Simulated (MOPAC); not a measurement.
MOPAC input (PM3):

```
PM3 1SCF CHARGE=1 GEO-OK AUX(PRECISION=9) THREADS=1
C4H9O

C    -2.34559600 1   -0.27619437 1   -0.02285850 1
C    -0.94999647 1    0.32309270 1   -0.17299508 1
C     0.12663797 1   -0.66730131 1    0.25805052 1
C     1.50817520 1   -0.25697978 1    0.17828890 1
O     1.81810163 1    0.89801147 1   -0.23974472 1
H    -2.46419187 1   -1.16917570 1   -0.63902647 1
H    -3.09880755 1    0.44516298 1   -0.33513822 1
H    -2.55356073 1   -0.54699360 1    1.01375235 1
H    -0.86094784 1    1.23081908 1    0.42746847 1
H    -0.77238734 1    0.61426477 1   -1.21036056 1
H    -0.00277790 1   -1.02442117 1    1.29764418 1
H     0.08340140 1   -1.62439770 1   -0.29614724 1
H     2.31226200 1   -0.93333304 1    0.47637792 1
H     2.77687254 1    1.08827918 1   -0.25952771 1
```

From the output:

```
                                                       MOPAC v23.2.5 Linux

          FINAL HEAT OF FORMATION =        136.75129 KCAL/MOL =     572.16739 KJ/MOL

          COSMO AREA              =        122.55 SQUARE ANGSTROMS
          COSMO VOLUME            =        107.99 CUBIC ANGSTROMS

          IONIZATION POTENTIAL    =         15.934313 EV
          HOMO LUMO ENERGIES (EV) =        -15.934 -7.120
          NO. OF FILLED LEVELS    =         15
          MOLECULAR WEIGHT        =         73.1145         POINT GROUP:  Cs

          MOLECULAR DIMENSIONS (Angstroms)

            Atom       Atom       Distance
            H    14    H     7     5.91125
            H    12    H     9     3.03064
            H    11    H    10     2.83979

          SCF CALCULATIONS        =          1

   ATOM   CHEMICAL          X               Y               Z
  NUMBER   SYMBOL      (ANGSTROMS)     (ANGSTROMS)     (ANGSTROMS)

     1       C         -2.34559600  *  -0.27619437  *  -0.02285850  *
     2       C         -0.94999647  *   0.32309270  *  -0.17299508  *
     3       C          0.12663797  *  -0.66730131  *   0.25805052  *
     4       C          1.50817520  *  -0.25697978  *   0.17828890  *
     5       O          1.81810163  *   0.89801147  *  -0.23974472  *
     6       H         -2.46419187  *  -1.16917570  *  -0.63902647  *
     7       H         -3.09880755  *   0.44516298  *  -0.33513822  *
     8       H         -2.55356073  *  -0.54699360  *   1.01375235  *
     9       H         -0.86094784  *   1.23081908  *   0.42746847  *
    10       H         -0.77238734  *   0.61426477  *  -1.21036056  *
    11       H         -0.00277790  *  -1.02442117  *   1.29764418  *
    12       H          0.08340140  *  -1.62439770  *  -0.29614724  *
    13       H          2.31226200  *  -0.93333304  *   0.47637792  *
    14       H          2.77687254  *   1.08827918  *  -0.25952771  *

                             CARTESIAN COORDINATES

   1    C       -2.345596000    -0.276194370    -0.022858500
   2    C       -0.949996470     0.323092700    -0.172995080
   3    C        0.126637970    -0.667301310     0.258050520
   4    C        1.508175200    -0.256979780     0.178288900
   5    O        1.818101630     0.898011470    -0.239744720
   6    H       -2.464191870    -1.169175700    -0.639026470
   7    H       -3.098807550     0.445162980    -0.335138220
   8    H       -2.553560730    -0.546993600     1.013752350
   9    H       -0.860947840     1.230819080     0.427468470
  10    H       -0.772387340     0.614264770    -1.210360560
  11    H       -0.002777900    -1.024421170     1.297644180
  12    H        0.083401400    -1.624397700    -0.296147240
  13    H        2.312262000    -0.933333040     0.476377920
  14    H        2.776872540     1.088279180    -0.259527710

           Empirical Formula: C4 H9 O  =    14 atoms

      MOLECULAR POINT GROUP   :   Cs

                  EIGENVALUES
 -47.72337 -41.44582 -34.58079 -28.37120 -27.40634 -25.34935 -22.72844 -22.68516
 -20.43525 -20.25816 -19.08414 -17.96343 -17.57758 -16.42256 -15.93431  -7.12049
  -4.53970  -3.72344  -2.40324  -1.84137  -1.75182  -1.49226  -0.87077  -0.13786
  -0.06514   0.18001   1.01865   1.09337   1.19319

              NET ATOMIC CHARGES AND DIPOLE CONTRIBUTIONS

  ATOM NO.   TYPE          CHARGE      No. of ELECS.   s-Pop       p-Pop
    1          C          -0.110740        4.1107     1.13657     2.97417
    2          C          -0.077380        4.0774     1.15424     2.92314
    3          C          -0.176951        4.1770     1.16798     3.00897
    4          C           0.410795        3.5892     1.23099     2.35821
    5          O          -0.063701        6.0637     1.75246     4.31124
    6          H           0.054592        0.9454     0.94541
    7          H           0.074710        0.9253     0.92529
    8          H           0.054592        0.9454     0.94541
    9          H           0.070953        0.9290     0.92905
   10          H           0.070953        0.9290     0.92905
   11          H           0.146614        0.8534     0.85339
   12          H           0.146614        0.8534     0.85339
   13          H           0.111454        0.8885     0.88855
   14          H           0.287495        0.7125     0.71251
 DIPOLE           X         Y         Z       TOTAL
 POINT-CHG.     5.760    -0.836     0.626     5.854
 HYBRID         1.012    -0.222     0.138     1.045
 SUM            6.772    -1.058     0.765     6.897

          ATOMIC ORBITAL ELECTRON POPULATIONS

     Atom    s        px        py        pz
    1  C   1.13657   0.92805   1.01975   1.02637
    2  C   1.15424   0.94156   0.95600   1.02558
    3  C   1.16798   0.91260   1.03718   1.05919
    4  C   1.23099   0.99567   0.80261   0.55993
    5  O   1.75246   1.39401   1.33170   1.58553
    6  H   0.94541
    7  H   0.92529
    8  H   0.94541
    9  H   0.92905
   10  H   0.92905
   11  H   0.85339
   12  H   0.85339
   13  H   0.88855
   14  H   0.71251

 **********************
 *                    *
 * JOB ENDED NORMALLY *
 *                    *
 **********************

 == MOPAC DONE ==
```

The dipole moment of an ion depends on the origin.

The geometry given is a B3LYP-D3(BJ)/def2-TZVP minimum.
